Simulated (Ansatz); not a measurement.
Reaction (cleavage of the Si–Si bond): `C[SiH]([SiH3])[AsH2]` + `[OH][AlH][SiH3]` → `[SiH3][O][AlH][SiH3]` + `C[SiH2][AsH2]`

Calculated with Ansatz (gas phase, PBE0-D4/def2-TZVP geometries, no zero-point term in ΔE). CBS: MP2 limit from def2 TZ/QZ plus the TZ coupled-cluster correction, frozen cores. Functionals use def2-TZVPP. For As outer-core shells are correlated without core-valence functions, which leaves a few kJ/mol of doubt a bond. Scalar relativity is left out up to krypton. Each species was taken in one conformer, which may not be the lowest.

`C[SiH]([SiH3])[AsH2]`:

Z-matrix (Å, degrees):
```
C
Si 1 1.878
H 1 1.092 2 110.7
H 1 1.092 2 110.8 3 120.1
H 1 1.092 2 110.7 3 -120.0
Si 2 2.336 1 112.0 3 -179.1
As 2 2.374 1 108.7 3 -56.4
H 2 1.492 1 109.7 3 59.2
H 6 1.491 2 112.4 1 -59.1
H 6 1.490 2 109.3 1 61.0
H 6 1.488 2 110.0 1 179.9
H 7 1.523 2 92.9 1 -169.3
H 7 1.524 2 92.6 1 -77.0
```

`[OH][AlH][SiH3]`:

Z-matrix (Å, degrees):
```
Si
Al 1 2.447
H 1 1.492 2 110.4
H 1 1.488 2 112.9 3 -120.8
H 1 1.492 2 110.7 3 118.0
O 2 1.698 1 116.2 3 114.7
H 2 1.590 1 124.9 3 -65.0
H 6 0.956 2 123.1 1 -179.6
```

`[SiH3][O][AlH][SiH3]`:

Z-matrix (Å, degrees):
```
Si
O 1 1.625
H 1 1.489 2 110.7
H 1 1.487 2 109.8 3 120.0
H 1 1.487 2 109.9 3 -120.1
Al 2 1.686 1 164.5 3 -3.5
Si 6 2.452 2 118.0 1 -3.0
H 6 1.583 2 116.8 1 177.7
H 7 1.491 6 111.5 2 140.2
H 7 1.490 6 112.2 2 18.8
H 7 1.492 6 110.3 2 -101.0
```

`C[SiH2][AsH2]`:

```xyz
10

C     0.694    1.377    0.131
Si   -0.649    0.073    0.189
As    0.345   -2.077    0.203
H     0.259    2.379    0.168
H     1.275    1.293   -0.790
H     1.376    1.269    0.976
H    -1.585    0.244   -0.955
H    -1.435    0.195    1.448
H    -0.979   -2.765   -0.093
H     0.699   -1.988   -1.276
```

```
             level  ΔE (kJ/mol)  difference from CCSD(T)/CBS
            PBE-D4        -73.7                         27.0
         r2SCAN-D4        -94.9                          5.8
           ωB97X-V       -100.3                          0.4
            B2PLYP       -108.0                         -7.3
               PBE        -77.0                         23.7
SCS-MP2/def2-TZVPP       -113.5                        -12.8
   CCSD/def2-TZVPP       -106.9                         -6.2
    MP2/def2-QZVPP       -106.8                         -6.1
SCS-MP2/def2-QZVPP       -113.7                        -13.0
    CCSD/CBS(def2)       -105.8                         -5.1
       CCSD(T)/CBS       -100.7                            0
```

Largest T1 diagnostic among the species: 0.014.

The D4 term adds +5.2 kJ/mol with B3LYP and +3.0 kJ/mol with PBE0; it sums over pairs of atoms, weighted by their polarisabilities, and B3LYP, whose exchange is more repulsive, gets the larger term. In def2-TZVPP, CCSD(T) changes the Hartree–Fock value by +34.5 kJ/mol (the triples alone add +5.2 kJ/mol) and MP2 by +29.7 kJ/mol.

B3LYP here is the variant with VWN-RPA as its local correlation; programs differ in this.
